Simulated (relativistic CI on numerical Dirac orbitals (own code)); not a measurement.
**Hyperfine structure of Al¹¹⁺, mass number 27**

Computed by Dirac-Coulomb-Breit CI, separate exchange-only KLI orbitals for each configuration, QED by a radiative potential, unscaled Slater integrals (own radial code, finite nucleus).

Configurations in the expansion: 1s², 1s2s, 1s2p, 1s3s, 1s3p, 1s3d, 1s4s, 1s4p, 1s4d, 1s4f, 1s5s, 1s5p, 1s5d, 1s5f, 1s5g, 1s6s, 1s6p, 1s6d. Levels of other configurations are missing.

Nuclear spin I = 5/2, μ = 3.6407 μN, Q = 0.1466 b (tables of Stone and Pyykkö). The electronic factors are computed for point nuclear moments, without core polarisation or the Bohr-Weisskopf and QED corrections.

```tsv
Level	E (Ry)	A (GHz)	B (GHz)
1s2s ³S1	115.669	454.7	-3.05e-06
1s2p ³P°1	116.639	244.1	-0.541
1s2p ³P°2	116.686	209	1.08
1s2p ¹P°1	117.418	-17.79	1.05
1s3s ³S1	136.782	423.9	-1.32e-06
1s3p ³P°1	137.049	238.2	-0.163
1s3p ³P°2	137.063	206.8	0.326
1s3d ³D1	137.205	-204.7	0.0298
```

Levels with J = 0, under 50 % of one LS term, or S terms without an open s electron are left out. Small factors come from cancelling terms and can be off by tens of per cent or more.

At this charge energies of transitions that change n are usually good to better than 1 %, and those within a shell (Δn = 0) to a few per cent.

(1) Give the hyperfine levels of 1s2s ³S1 relative to its centre of gravity.

Results:

(1) With K = F(F + 1) − I(I + 1) − J(J + 1), E = AK/2 + B[¾K(K + 1) − I(I + 1)J(J + 1)]/[2I(2I − 1)J(2J − 1)]: F = 3/2: -1591, F = 5/2: -454.7, F = 7/2: 1137 GHz.

LS names give the leading component of a level, which can be under half, so a name can repeat, a term be missing and a line seem to break the LS rules.
